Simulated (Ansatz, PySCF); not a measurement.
This PySCF input computes a CCSD(T)/cc-pVDZ energy:

```python
from pyscf import gto, scf, mp, cc as ccmod

mol = gto.M(
    atom='''
    C     1.47166381   -0.13742564   -0.16023886
    C     0.24591742   -0.00505859   -0.03640495
    O    -1.10612656    0.18015862    0.07910224
    H    -1.45647492   -0.58636359    0.54704496
    ''',
    basis='cc-pvdz',
    charge=-1,
    spin=0,
    verbose=4,
)

mf = scf.RHF(mol)
mf.conv_tol = 1e-10
mf.max_cycle = 100
mf.kernel()
mp2 = mp.MP2(mf, frozen=3).run()
cc = ccmod.CCSD(mf, frozen=3)
cc.max_cycle = 100
cc.kernel()
et = cc.ccsd_t()
print(f'E(CCSD(T)) = {cc.e_tot + et:.9f}')
```

### Question
Write an input for the same energy in Ansatz (a quantum-chemistry and plane-wave program) and say what it gives.

### Answer

Ansatz 0.2 input:
```yaml
crystal:
  periodic: [false, false, false]
  atoms:
    - {symbol: C, position_ang: [1.47166381, -0.13742564, -0.16023886]}
    - {symbol: C, position_ang: [0.24591742, -0.00505859, -0.03640495]}
    - {symbol: O, position_ang: [-1.10612656, 0.18015862, 0.07910224]}
    - {symbol: H, position_ang: [-1.45647492, -0.58636359, 0.54704496]}
basis:
  gaussian:
    orbitals: cc-pVDZ
total_charge: -1
magnetization: {spin_polarized: false}
correlation: {method: ccsd_t, electrons: outside_noble_gas}
```
It gives -151.50963 Eh, and PySCF -151.50963 Eh, a difference of 0.00 mEh.

It need not be the lowest isomer of its formula. Whether it binds its extra electron was not tested at this geometry.
